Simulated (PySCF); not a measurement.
# Frontier levels across methods

Species: 2-fluoropyridine, C₅H₄FN.
Structure used (PBE0-D3(BJ)/def2-SVP), in Å, numbered top down from 1:
```xyz
11
C5H4FN angstrom
F     -1.931   -1.718   -0.055
C     -0.890   -0.897   -0.044
C     -1.130    0.478   -0.071
C     -0.017    1.309   -0.059
C      1.258    0.741   -0.023
C      1.355   -0.647    0.001
N      0.293   -1.454   -0.010
H     -2.151    0.859   -0.099
H     -0.143    2.394   -0.079
H      2.157    1.360   -0.013
H      2.335   -1.136    0.030
```

Basis pcSseg-1 throughout (PySCF), one geometry. Isolated species at its PBE0-D3(BJ)/def2-SVP geometry, gas phase.

Q: How do the orbital energies, the gap and the dipole change with the method?

A: 
| method | kind | HOMO (eV) | LUMO (eV) | gap (eV) | μ (D) | SCF cycles |
| --- | --- | --- | --- | --- | --- | --- |
| KT2 | GGA | -6.63 | -1.97 | 4.65 | 3.05 | 15 |
| B97-2 | global hybrid | -7.45 | -1.16 | 6.29 | 3.26 | 14 |
| B3LYP | global hybrid | -7.47 | -1.30 | 6.17 | 3.25 | 14 |
| PBE0 | global hybrid | -7.70 | -1.12 | 6.58 | 3.27 | 14 |
| mPW1PW91 | global hybrid | -7.73 | -1.14 | 6.59 | 3.30 | 14 |
| BHandHLYP | global hybrid | -8.56 | -0.06 | 8.50 | 3.48 | 13 |
| HF | Hartree–Fock | -9.73 | 2.56 | 12.29 | 3.69 | 12 |
| LC-wPBE | range-separated hybrid | -10.21 | 1.02 | 11.24 | 3.35 | 14 |

The HOMO spans 3.59 eV, from KT2 down to LC-wPBE, and the gap runs from 4.65 eV (KT2) to 12.29 eV (HF). Over the methods KT2 (0 %), B97-2 (21 %), B3LYP (20 %), PBE0 (25 %), mPW1PW91 (25 %), BHandHLYP (50 %), HF (100 %), a straight line through the gap against the share of exact exchange rises by 0.76 eV for each 10 % (correlation coefficient 1.000). The dipole ranges from 3.05 D (KT2) to 3.69 D (HF). This basis has no diffuse functions.

The vertical ΔSCF ionisation energy at PBE0/def2-SVPD is 9.75 eV; −ε(HOMO) comes closest to it with HF (9.73 eV).
